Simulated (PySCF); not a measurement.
PySCF input for 3-ethylideneoxetane (C5H8O), SMILES CC=C1COC1, TDDFT-PBE/def2-SVPD. The structure is a stationary point at PBE0-D3(BJ)/def2-SVP.

```python
import numpy as np
from pyscf import gto, scf, dft, tdscf

mol = gto.M(
    atom='''
    C    -0.27719304    2.46229397    0.00000000
    C     0.64819505    1.29060020   -0.00000000
    C     0.25949442    0.01923134   -0.00000000
    C    -1.05005367   -0.72538837   -0.00000000
    O    -0.35618374   -1.97494343    0.00000000
    C     0.92134324   -1.33278430   -0.00000000
    H    -1.33224088    2.15107343    0.00000000
    H    -0.11293585    3.10142558   -0.88365081
    H    -0.11293584    3.10142558    0.88365082
    H     1.72478093    1.50095895    0.00000000
    H    -1.68338218   -0.59107196    0.89760170
    H    -1.68338218   -0.59107196   -0.89760169
    H     1.51942498   -1.57845458   -0.89784667
    H     1.51942498   -1.57845458    0.89784667
    ''',
    basis='def2-SVPD',
    charge=0,
    spin=0,
    symmetry=True,
    max_memory=1600,
    verbose=4,
)
mf = dft.RKS(mol, xc='pbe').density_fit(auxbasis='def2-universal-jkfit')
mf.grids.level = 3
mf.conv_tol = 1e-9
mf.max_cycle = 100
mf.kernel()
mf.grids = dft.Grids(mol).set(level=1).build(with_non0tab=True)  # coarser grid for the response kernel
td = tdscf.TDDFT(mf)
td.singlet = True
td.nstates = 10
td.conv_tol = 1e-4
td.positive_eig_threshold = 1e-6
td.kernel(x0=td.get_init_guess(mf, 15))
td.analyze()
tt = tdscf.TDA(mf)
tt.singlet = False
tt.nstates = 4
tt.conv_tol = 1e-4
tt.positive_eig_threshold = 1e-6
tt.kernel(x0=tt.get_init_guess(mf, 9))
tt.analyze(verbose=3)
```

Program output:

```
PySCF version 2.14.0

[INPUT] verbose = 4
[INPUT] num. atoms = 14
[INPUT] num. electrons = 46
[INPUT] charge = 0
[INPUT] spin (= nelec alpha-beta = 2S) = 0
[INPUT] symmetry True subgroup None
[INPUT] Mole.unit = angstrom
[INPUT] Symbol           X                Y                Z      unit          X                Y                Z       unit  Magmom
[INPUT]  1 C     -0.277193040000   2.462293970000   0.000000000000 AA   -0.523818929236   4.653061241468   0.000000000000 Bohr   0.0
[INPUT]  2 C      0.648195050000   1.290600200000   0.000000000000 AA    1.224911119799   2.438880914309   0.000000000000 Bohr   0.0
[INPUT]  3 C      0.259494420000   0.019231340000   0.000000000000 AA    0.490373384653   0.036341965608   0.000000000000 Bohr   0.0
[INPUT]  4 C     -1.050053670000  -0.725388370000   0.000000000000 AA   -1.984313852394  -1.370785353245   0.000000000000 Bohr   0.0
[INPUT]  5 O     -0.356183740000  -1.974943430000   0.000000000000 AA   -0.673089718623  -3.732102194209   0.000000000000 Bohr   0.0
[INPUT]  6 C      0.921343240000  -1.332784300000   0.000000000000 AA    1.741086390319  -2.518597310120   0.000000000000 Bohr   0.0
[INPUT]  7 H     -1.332240880000   2.151073430000   0.000000000000 AA   -2.517570395150   4.064939656529   0.000000000000 Bohr   0.0
[INPUT]  8 H     -0.112935850000   3.101425580000  -0.883650810000 AA   -0.213417826145   5.860844941920  -1.669858020650 Bohr   0.0
[INPUT]  9 H     -0.112935840000   3.101425580000   0.883650820000 AA   -0.213417807248   5.860844941920   1.669858039547 Bohr   0.0
[INPUT] 10 H      1.724780930000   1.500958950000   0.000000000000 AA    3.259363582573   2.836401339715   0.000000000000 Bohr   0.0
[INPUT] 11 H     -1.683382180000  -0.591071960000   0.897601700000 AA   -3.181131283173  -1.116964124310   1.696221381944 Bohr   0.0
[INPUT] 12 H     -1.683382180000  -0.591071960000  -0.897601690000 AA   -3.181131283173  -1.116964124310  -1.696221363047 Bohr   0.0
[INPUT] 13 H      1.519424980000  -1.578454580000  -0.897846670000 AA    2.871297079023  -2.982846856265  -1.696684308153 Bohr   0.0
[INPUT] 14 H      1.519424980000  -1.578454580000   0.897846670000 AA    2.871297079023  -2.982846856265   1.696684308153 Bohr   0.0

nuclear repulsion = 229.357777266504
point group symmetry = Cs
symmetry origin: [1.64324008e-09 2.46486034e-09 8.21620052e-10]
symmetry axis x: [ 1.00000000e+00  5.43554800e-10 -3.45908807e-10]
symmetry axis y: [ 5.4355480e-10 -1.0000000e+00 -2.1201281e-10]
symmetry axis z: [ 3.45908807e-10 -2.12012688e-10  1.00000000e+00]
num. orbitals of irrep A' = 122
num. orbitals of irrep A" = 65
number of shells = 81
number of NR pGTOs = 263
number of NR cGTOs = 187
basis = def2-SVPD
ecp = {}


[settings echo left out]
init E= -270.44729499416
HOMO (A") = -0.284280347513529  LUMO (A") = -0.0931780287040969  gap/eV = 5.20016
cycle= 1 E= -269.877371166558  delta_E= 0.57  |g|= 0.662  |ddm|= 7.19
HOMO (A") = -0.0770570506680816  LUMO (A') = 0.0170543416262938  gap/eV = 2.56090
cycle= 2 E= -269.569444609782  delta_E= 0.308  |g|= 1.37  |ddm|= 2.55
HOMO (A") = -0.194661472780942  LUMO (A") = -0.0171534733970758  gap/eV = 4.83024
cycle= 3 E= -269.970827111226  delta_E= -0.401  |g|= 0.201  |ddm|= 1.71
HOMO (A") = -0.204106219645308  LUMO (A") = -0.036614943771723  gap/eV = 4.55767
cycle= 4 E= -269.979036582142  delta_E= -0.00821  |g|= 0.0629  |ddm|= 0.413
HOMO (A") = -0.202157613574775  LUMO (A") = -0.0298321232879864  gap/eV = 4.68922
cycle= 5 E= -269.980000026102  delta_E= -0.000963  |g|= 0.0138  |ddm|= 0.158
HOMO (A") = -0.201764049852868  LUMO (A") = -0.0307537591394259  gap/eV = 4.65343
cycle= 6 E= -269.980036755297  delta_E= -3.67e-05  |g|= 0.00726  |ddm|= 0.0407
HOMO (A") = -0.201988560255025  LUMO (A") = -0.0306980414243707  gap/eV = 4.66105
cycle= 7 E= -269.980050009204  delta_E= -1.33e-05  |g|= 0.00185  |ddm|= 0.0124
HOMO (A") = -0.201968940645928  LUMO (A") = -0.0306431750572837  gap/eV = 4.66201
cycle= 8 E= -269.980050808829  delta_E= -8e-07  |g|= 0.00064  |ddm|= 0.0033
HOMO (A") = -0.201983791290217  LUMO (A") = -0.0306623292254806  gap/eV = 4.66189
cycle= 9 E= -269.980050911217  delta_E= -1.02e-07  |g|= 5.19e-05  |ddm|= 0.00133
HOMO (A") = -0.201987395775362  LUMO (A") = -0.0306643222898051  gap/eV = 4.66194
cycle= 10 E= -269.980050911868  delta_E= -6.51e-10  |g|= 1.21e-05  |ddm|= 0.00021
HOMO (A") = -0.201989788276787  LUMO (A") = -0.0306655203178626  gap/eV = 4.66197
Extra cycle  E= -269.980050911845  delta_E= 2.3e-11  |g|= 1.56e-05  |ddm|= 6.9e-05
converged SCF energy = -269.980050911845
tot grids = 50856
Overwritten attributes  positive_eig_threshold  of <class 'pyscf.tdscf.rks.CasidaTDDFT'>


******** <class 'pyscf.tdscf.rks.CasidaTDDFT'> for <class 'pyscf.df.df_jk.DFSymAdaptedRKS'> ********
nstates = 10 singlet
deg_eia_thresh = 1.000e-03
wfnsym = None
conv_tol = 0.0001
eigh lindep = 1e-12
eigh level_shift = 0
eigh max_cycle = 100


Excitation energies (eV)
[5.0561121  5.53298622 5.88912105 6.11824661 6.52549643 6.66190398
 6.81412641 6.88532234 6.97786418 7.03187411]

** Singlet excitation energies and oscillator strengths **
Excited State   1:   A'      5.05611 eV    245.22 nm  f=0.0302
      22 -> 24       -0.29010
      23 -> 24       -0.64334
Excited State   2:   A"      5.53299 eV    224.08 nm  f=0.0070
      23 -> 25       -0.70608
Excited State   3:   A"      5.88912 eV    210.53 nm  f=0.0027
      23 -> 26       -0.70197
Excited State   4:   A"      6.11825 eV    202.65 nm  f=0.0000
      23 -> 27       -0.70398
Excited State   5:   A"      6.52550 eV    190.00 nm  f=0.0014
      22 -> 25        0.69320
      23 -> 28       -0.13546
Excited State   6:   A"      6.66190 eV    186.11 nm  f=0.0055
      22 -> 25       -0.12537
      22 -> 26       -0.12799
      23 -> 28       -0.67795
Excited State   7:   A'      6.81413 eV    181.95 nm  f=0.2956
      22 -> 24        0.58453
      23 -> 24       -0.25181
      23 -> 30       -0.26539
Excited State   8:   A"      6.88532 eV    180.07 nm  f=0.0002
      22 -> 26        0.68046
      23 -> 28       -0.12136
Excited State   9:   A"      6.97786 eV    177.68 nm  f=0.0004
      21 -> 24       -0.68575
      22 -> 26       -0.10548
Excited State  10:   A"      7.03187 eV    176.32 nm  f=0.0013
      20 -> 24        0.10225
      22 -> 27        0.11182
      23 -> 29        0.68431

** Transition electric dipole moments (AU) **
state          X           Y           Z        Dip. S.      Osc.
  1         0.0660      0.4890     -0.0000      0.2435      0.0302
  2         0.0000     -0.0000      0.2272      0.0516      0.0070
  3         0.0000      0.0000      0.1360      0.0185      0.0027
  4        -0.0000     -0.0000     -0.0144      0.0002      0.0000
  5         0.0000     -0.0000     -0.0942      0.0089      0.0014
  6        -0.0000      0.0000      0.1838      0.0338      0.0055
  7         0.2189      1.3125      0.0000      1.7705      0.2956
  8        -0.0000      0.0000      0.0382      0.0015      0.0002
  9        -0.0000      0.0000     -0.0487      0.0024      0.0004
 10        -0.0000     -0.0000      0.0861      0.0074      0.0013

** Transition velocity dipole moments (imaginary part, AU) **
state          X           Y           Z        Dip. S.      Osc.
  1         0.0124      0.0914      0.0000      0.0085      0.0305
  2        -0.0000      0.0000      0.0464      0.0022      0.0071
  3        -0.0000      0.0000      0.0323      0.0010      0.0032
  4         0.0000     -0.0000     -0.0073      0.0001      0.0002
  5        -0.0000     -0.0000     -0.0306      0.0009      0.0026
  6        -0.0000     -0.0000      0.0509      0.0026      0.0071
  7         0.0531      0.3231      0.0000      0.1072      0.2854
  8        -0.0000     -0.0000      0.0132      0.0002      0.0005
  9        -0.0000     -0.0000     -0.0091      0.0001      0.0002
 10         0.0000      0.0000      0.0257      0.0007      0.0017

** Transition magnetic dipole moments (imaginary part, AU) **
state          X           Y           Z
  1         0.0000      0.0000     -0.0684
  2         0.1194     -0.2801     -0.0000
  3        -0.3149      0.2059      0.0000
  4         0.4328      0.1297      0.0000
  5        -0.0352     -0.3182     -0.0000
  6         0.4971     -0.0047      0.0000
  7         0.0000      0.0000     -0.3888
  8         0.7685     -0.1041     -0.0000
  9         0.3039     -0.3709     -0.0000
 10         0.1775      0.3790     -0.0000
Overwritten attributes  positive_eig_threshold  of <class 'pyscf.tdscf.rks.TDA'>


******** <class 'pyscf.tdscf.rks.TDA'> for <class 'pyscf.df.df_jk.DFSymAdaptedRKS'> ********
nstates = 4 triplet
deg_eia_thresh = 1.000e-03
wfnsym = None
conv_tol = 0.0001
eigh lindep = 1e-12
eigh level_shift = 0
eigh max_cycle = 100


Excitation energies (eV)
[4.07447525 5.20989411 5.4519552  5.69835371]

** Triplet excitation energies and oscillator strengths **
Excited State   1:   A'      4.07448 eV    304.29 nm  f=0.0000
Excited State   2:   A'      5.20989 eV    237.98 nm  f=0.0000
Excited State   3:   A"      5.45196 eV    227.41 nm  f=0.0000
Excited State   4:   A"      5.69835 eV    217.58 nm  f=0.0000
```

The run converged.

Cost: about 100 core-seconds (a rough figure).
